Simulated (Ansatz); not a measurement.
Ideal-gas functions of CH₃F₂GaO, SMILES `FC[O][GaH][F]` at 800 K and 1 bar, from an Ansatz frequency run at PBE0-D4/def2-TZVP.

Molar mass 138.75 g/mol, point group C1 (symmetry number 1), electronic degeneracy 1, moments of inertia 83.942, 193.508, 209.623 u Å². Harmonic wavenumbers (cm⁻¹, unscaled): 81, 128, 145, 219, 470, 513, 571, 667, 687, 807, 1135, 1211, 1260, 1396, 1546, 2089, 3037, 3101.

Use S(trans) = R[1.5 ln M + 2.5 ln T − 1.1517]; rotational temperatures θ = 24.2544 K / I; S(rot) = R[ln(√π/σ · √(T³/θAθBθC)) + 1.5]; for each mode x = 1.438777 ν̃/T, S = R[x/(eˣ − 1) − ln(1 − e⁻ˣ)] and H = RT x/(eˣ − 1); 1 cm⁻¹ = 0.0119627 kJ/mol; R = 8.31446 J/(mol·K).

Task: By hand: the entropy, in J/(mol·K).

Result: Translation 190.9. Rotation: θ = 0.2889, 0.1253, 0.1157 K, giving 123.4. Vibration, mode by mode: 24.34, 20.54, 19.51, 16.11, 9.96, 9.27, 8.45, 7.28, 7.07, 5.91, 3.69, 3.31, 3.09, 2.55, 2.06, 0.94, 0.23, 0.21, in all 144.5. Electronic 0.0. Sum 458.8 J/(mol·K).

Task: By hand: H − E and G − E in kJ/mol, counted from the electronic energy.

Result: Zero-point energy ½ × 19063 × 0.0119627 = 114.0; thermal vibration 54.4; translation, rotation and pV give 4 RT = 26.6. H − E = 195.0 kJ/mol, and G − E = 195.0 − 800 × 458.8/1000 = -172.0 kJ/mol.

Vibration gives 31 % of the entropy, 64.4 J/(mol·K) of it from the modes under 150 cm⁻¹: soft modes count most, and the harmonic formula is weakest for them. The sum counts one conformer and one mirror image; others add a mixing term.
